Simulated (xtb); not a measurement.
Sn(H)2(SH)2 (H4S2Sn), SMILES [SnH2]([SH])[SH]. All values are semi-empirical tight-binding results from xtb (GFN2-xTB unless named), good for trends rather than for accurate numbers. Coordinates come from a GFN2-xTB optimisation. Other conformers were not sampled.

For metal compounds this method's bond lengths and energies can be far off.

```json
{
  "point_group_as_xtb_finds_it": "C2",
  "orbital_gap": "2.81 eV",
  "zero_point_energy": "17.3 kcal/mol",
  "G − E(el) at 298.15 K (modified RRHO)": "-2.6 kcal/mol"
}
```
